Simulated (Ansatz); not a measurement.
Job for Ansatz (a quantum-chemistry and plane-wave program): R-RI-MP2/aug-cc-pVQZ on H2 (SMILES [H][H]). Files ending in .json are basis or fitting sets from the Basis Set Exchange.

Ansatz 0.2 input:
```yaml
crystal:
  periodic: [false, false, false]
  atoms:
    - {symbol: H, position_ang: [-0.34412109, 0.11184347, 2.94464771]}
    - {symbol: H, position_ang: [-0.48072203, 0.07509845, 3.67589353]}
basis:
  gaussian:
    orbitals: aug-cc-pVQZ
    fitting: {mean_field: def2-universal-JKFIT, correlation: aug-cc-pVQZ-RIFIT.json}
magnetization: {spin_polarized: false}
correlation: {method: mp2, electrons: outside_noble_gas}
scf: {lower_state_search: off}
```

Problem. Give the final energy of this run.

Solution. -1.1667 hartree.
